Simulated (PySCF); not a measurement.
Molecule: `F[SiH2]C1CC1`, C3H7FSi.

Bonds (- single, = double, # triple, : aromatic): F1-Si2, Si2-C3, C3-C4, C4-C5, C5-C3. Si2 carries H6, H7; C3 carries H8; C4 carries H9, H10; C5 carries H11, H12. H9, H11 are cis to Si2 on the ring; H10, H12 are trans to Si2 on the ring.

Frames of a GFN2-xTB Langevin trajectory at 600 K; GIAO PBE0/pcSseg-1 shieldings in PySCF 2.14, gas phase, non-relativistic; equivalent atoms averaged within each frame.

δ = σ(ref) − σ, references computed at the same level: $^{19}$F (170.95 ppm) vs CFCl3; TMS for $^{29}$Si (349.16 ppm) and $^{13}$C (186.93 ppm) and $^{1}$H (31.72 ppm). The references are static minima.

**Question.** How do the shifts (ppm) fluctuate along the trajectory?

**Answer.** 
```tsv
time (fs)	F1	Si2	C3	C4/C5	H6/H7	H10/H12	H8	H9/H11
optimised geometry	-219.4	12.1	-2.1	2.7	4.97	0.72	0.06	0.21
250	-207.5	22.7	3.6	2.1	6.02	1.28	0.91	-0.36
425	-207.9	25.2	6.3	5.9	5.18	1.12	-0.31	1.27
625	-207.3	17.1	3.1	4.6	4.99	0.65	-1.07	0.89
800	-223.5	4.8	2.3	5.9	5.92	0.97	0.67	0.91
1000	-163.5	30.6	-0.4	16.2	6.65	2.10	0.21	1.76
mean of frames	-201.9	20.1	3.0	7.0	5.75	1.22	0.08	0.90
standard deviation	22.6	9.8	2.4	5.4	0.67	0.54	0.79	0.78
```

5 frames give an uncertainty of the mean of about the standard deviation over 2.2 at best, since frames this close in time may not be independent; classical motion lacks zero-point vibration, and the reference would need the same averaging.
